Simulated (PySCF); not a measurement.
PySCF job for CaCl, SMILES [Cl][Ca], multiplicity 2, TDA-PBE0/def2-TZVPD. Geometry optimised at B3LYP-D3(BJ)/def2-TZVPD. The multiplicity is an assumed one; other spin states were not compared.

```python
import numpy as np
from pyscf import gto, scf, dft, tdscf

mol = gto.M(
    atom='''
    Ca    0.00000000    0.00000000   -1.12471632
    Cl    0.00000000    0.00000000    1.32319566
    ''',
    basis='def2-TZVPD',
    charge=0,
    spin=1,
    max_memory=1600,
    verbose=4,
)
mf = dft.UKS(mol, xc='pbe0').density_fit(auxbasis='def2-universal-jkfit')
mf.grids.level = 3
mf.conv_tol = 1e-9
mf.max_cycle = 100
mf.kernel()
fine, coarse = mf.grids, dft.Grids(mol).set(level=1).build(with_non0tab=True)
for _ in range(3):  # follow internal instabilities
    mf.grids = coarse
    mo, _, stable, _ = mf.stability(return_status=True, nroots=4)
    mf.grids = fine
    if stable:
        break
    mf.kernel(mf.make_rdm1(mo, mf.mo_occ))
mf.grids = dft.Grids(mol).set(level=1).build(with_non0tab=True)  # coarser grid for the response kernel
td = tdscf.TDA(mf)
td.nstates = 10
td.conv_tol = 1e-4
td.kernel(x0=td.get_init_guess(mf, 15))
td.analyze()
```

Output:

```
PySCF version 2.14.0

[INPUT] verbose = 4
[INPUT] num. atoms = 2
[INPUT] num. electrons = 37
[INPUT] charge = 0
[INPUT] spin (= nelec alpha-beta = 2S) = 1
[INPUT] symmetry False subgroup None
[INPUT] Mole.unit = angstrom
[INPUT] Symbol           X                Y                Z      unit          X                Y                Z       unit  Magmom
[INPUT]  1 Ca     0.000000000000   0.000000000000  -1.124716320000 AA    0.000000000000   0.000000000000  -2.125405812629 Bohr   0.0
[INPUT]  2 Cl     0.000000000000   0.000000000000   1.323195660000 AA    0.000000000000   0.000000000000   2.500477406613 Bohr   0.0

nuclear repulsion = 73.4994775885692
number of shells = 30
number of NR pGTOs = 145
number of NR cGTOs = 82
basis = def2-TZVPD
ecp = {}


[settings echo left out]
init E= -1137.4702390995
  alpha nocc = 19  HOMO = -0.139618683398115  LUMO = -0.0334351332578385
  beta  nocc = 18  HOMO = -0.399352078534286  LUMO = -0.139618683398119

WARN: HOMO -0.139618683398115 >= LUMO -0.139618683398119

cycle= 1 E= -1137.48849363167  delta_E= -0.0183  |g|= 0.236  |ddm|= 1.05
  alpha nocc = 19  HOMO = -0.171497009839847  LUMO = -0.0289698047912812
  beta  nocc = 18  HOMO = -0.197185673710233  LUMO = -0.0944709088388151
  HOMO = -0.17149700984  LUMO = -0.0944709088388  gap/eV = 2.09599
cycle= 2 E= -1137.45937156645  delta_E= 0.0291  |g|= 0.361  |ddm|= 0.723
  alpha nocc = 19  HOMO = -0.16190144825611  LUMO = -0.013221425600207
  beta  nocc = 18  HOMO = -0.283902736963648  LUMO = -0.0823043498052165
  HOMO = -0.161901448256  LUMO = -0.0823043498052  gap/eV = 2.16595
cycle= 3 E= -1137.53345032334  delta_E= -0.0741  |g|= 0.0293  |ddm|= 0.35
  alpha nocc = 19  HOMO = -0.165408096696741  LUMO = -0.0156443474677972
  beta  nocc = 18  HOMO = -0.293299304172426  LUMO = -0.0834515696354572
  HOMO = -0.165408096697  LUMO = -0.0834515696355  gap/eV = 2.23015
cycle= 4 E= -1137.53391051445  delta_E= -0.00046  |g|= 0.0129  |ddm|= 0.0576
  alpha nocc = 19  HOMO = -0.164521859914412  LUMO = -0.012934919267277
  beta  nocc = 18  HOMO = -0.295181292814788  LUMO = -0.0811775777449135
  HOMO = -0.164521859914  LUMO = -0.0811775777449  gap/eV = 2.26791
cycle= 5 E= -1137.53405416343  delta_E= -0.000144  |g|= 0.00313  |ddm|= 0.0328
  alpha nocc = 19  HOMO = -0.164458586349451  LUMO = -0.011878699777427
  beta  nocc = 18  HOMO = -0.2957039113616  LUMO = -0.0803528009205756
  HOMO = -0.164458586349  LUMO = -0.0803528009206  gap/eV = 2.28863
cycle= 6 E= -1137.53407493487  delta_E= -2.08e-05  |g|= 0.00102  |ddm|= 0.0171
  alpha nocc = 19  HOMO = -0.164564072987002  LUMO = -0.0117604233456539
  beta  nocc = 18  HOMO = -0.29592162506239  LUMO = -0.0803308748513878
  HOMO = -0.164564072987  LUMO = -0.0803308748514  gap/eV = 2.29210
cycle= 7 E= -1137.53407807913  delta_E= -3.14e-06  |g|= 0.000373  |ddm|= 0.0054
  alpha nocc = 19  HOMO = -0.164529021558774  LUMO = -0.0116310343075367
  beta  nocc = 18  HOMO = -0.296021702819554  LUMO = -0.0802862215336404
  HOMO = -0.164529021559  LUMO = -0.0802862215336  gap/eV = 2.29236
cycle= 8 E= -1137.53407867723  delta_E= -5.98e-07  |g|= 9.33e-05  |ddm|= 0.00269
  alpha nocc = 19  HOMO = -0.164522958337297  LUMO = -0.0116089961449802
  beta  nocc = 18  HOMO = -0.296062314856082  LUMO = -0.0802904517479952
  HOMO = -0.164522958337  LUMO = -0.080290451748  gap/eV = 2.29208
cycle= 9 E= -1137.53407871802  delta_E= -4.08e-08  |g|= 3.33e-05  |ddm|= 0.000853
  alpha nocc = 19  HOMO = -0.164520352248555  LUMO = -0.0116012955153924
  beta  nocc = 18  HOMO = -0.296077604444171  LUMO = -0.0802879669928345
  HOMO = -0.164520352249  LUMO = -0.0802879669928  gap/eV = 2.29208
cycle= 10 E= -1137.53407872047  delta_E= -2.45e-09  |g|= 4.54e-06  |ddm|= 0.000213
  alpha nocc = 19  HOMO = -0.164521168483891  LUMO = -0.0116016442890793
  beta  nocc = 18  HOMO = -0.296077878619964  LUMO = -0.0802884025037862
  HOMO = -0.164521168484  LUMO = -0.0802884025038  gap/eV = 2.29209
cycle= 11 E= -1137.53407872049  delta_E= -2.23e-11  |g|= 1.04e-06  |ddm|= 1.47e-05
  alpha nocc = 19  HOMO = -0.164521116373805  LUMO = -0.0116014843528483
  beta  nocc = 18  HOMO = -0.296078230915629  LUMO = -0.0802882408691943
  HOMO = -0.164521116374  LUMO = -0.0802882408692  gap/eV = 2.29209
Extra cycle  E= -1137.53407872049  delta_E= -1.36e-12  |g|= 6.6e-07  |ddm|= 6.09e-06
converged SCF energy = -1137.53407872049  <S^2> = 0.75020486  2S+1 = 2.0002048
tot grids = 13648
uhf_internal: lowest eigs of H = [0.12628145 0.12631834 0.13490823 0.13490858]
<class 'pyscf.df.df_jk.DFUKS'> wavefunction is stable in the internal stability analysis
tot grids = 13648


******** <class 'pyscf.tdscf.uks.TDA'> for <class 'pyscf.df.df_jk.DFUKS'> ********
nstates = 10
deg_eia_thresh = 1.000e-03
wfnsym = None
conv_tol = 0.0001
eigh lindep = 1e-12
eigh level_shift = 0
eigh max_cycle = 100


Excitation energies (eV)
[1.9060368  1.9060368  1.9627112  1.9629492  2.01651242 3.00725226
 3.00725226 4.35500023 4.62624869 4.70642544]

** Excitation energies and oscillator strengths **
Excited State   1:      1.90604 eV    650.48 nm  f=0.1780
      19a ->   20a      0.93835
      19a ->   21a      0.22219
      19a ->   25a     -0.21888
      19a ->   26a      0.13676
Excited State   2:      1.90604 eV    650.48 nm  f=0.1780
      19a ->   20a      0.22219
      19a ->   21a     -0.93835
      19a ->   25a      0.13676
      19a ->   26a      0.21888
Excited State   3:      1.96271 eV    631.70 nm  f=0.0000
      19a ->   23a      0.99913
Excited State   4:      1.96295 eV    631.62 nm  f=0.0000
      19a ->   24a     -0.99913
Excited State   5:      2.01651 eV    614.84 nm  f=0.1241
      19a ->   22a      0.98835
      19a ->   27a     -0.10532
Excited State   6:      3.00725 eV    412.28 nm  f=0.1045
      19a ->   21a     -0.24867
      19a ->   25a     -0.51019
      19a ->   26a     -0.81692
Excited State   7:      3.00725 eV    412.28 nm  f=0.1045
      19a ->   20a     -0.24867
      19a ->   25a     -0.81692
      19a ->   26a      0.51019
Excited State   8:      4.35500 eV    284.69 nm  f=0.1111
      19a ->   22a     -0.14106
      19a ->   27a     -0.82942
      19a ->   28a      0.51025
      19a ->   31a      0.15732
Excited State   9:      4.62625 eV    268.00 nm  f=0.0454
      19a ->   27a     -0.51318
      19a ->   28a     -0.84890
Excited State  10:      4.70643 eV    263.44 nm  f=0.0132
      18b ->   19b     -0.99170
      18b ->   20b     -0.10095

** Transition electric dipole moments (AU) **
state          X           Y           Z        Dip. S.      Osc.
  1        -0.4503      1.9000      0.0000      3.8127      0.1780
  2        -1.9000     -0.4503     -0.0000      3.8127      0.1780
  3        -0.0000      0.0000     -0.0000      0.0000      0.0000
  4         0.0000     -0.0000     -0.0000      0.0000      0.0000
  5        -0.0000     -0.0000      1.5849      2.5120      0.1241
  6        -1.1586     -0.2744     -0.0000      1.4177      0.1045
  7         0.2744     -1.1586     -0.0000      1.4177      0.1045
  8        -0.0000      0.0000     -1.0204      1.0411      0.1111
  9        -0.0000      0.0000      0.6329      0.4005      0.0454
 10         0.0779     -0.3295      0.0000      0.1147      0.0132

** Transition velocity dipole moments (imaginary part, AU) **
state          X           Y           Z        Dip. S.      Osc.
  1        -0.0122      0.0513      0.0000      0.0028      0.0265
  2        -0.0513     -0.0122     -0.0000      0.0028      0.0265
  3        -0.0000     -0.0000     -0.0000      0.0000      0.0000
  4         0.0000     -0.0000     -0.0000      0.0000      0.0000
  5        -0.0000     -0.0000      0.0964      0.0093      0.0835
  6        -0.0729     -0.0173     -0.0000      0.0056      0.0339
  7         0.0173     -0.0729      0.0000      0.0056      0.0339
  8        -0.0000      0.0000     -0.1604      0.0257      0.1071
  9         0.0000      0.0000      0.1565      0.0245      0.0960
 10         0.0087     -0.0370      0.0000      0.0014      0.0056

** Transition magnetic dipole moments (imaginary part, AU) **
state          X           Y           Z
  1        -0.3115     -0.0738      0.0000
  2         0.0738     -0.3115     -0.0000
  3         0.0000     -0.0000     -0.0000
  4        -0.0000      0.0000     -0.0000
  5         0.0000     -0.0000     -0.0000
  6         0.1909     -0.8061      0.0000
  7         0.8061      0.1909     -0.0000
  8        -0.0000      0.0000      0.0000
  9         0.0000     -0.0000      0.0000
 10        -0.2176     -0.0514     -0.0000
```

The run converged.
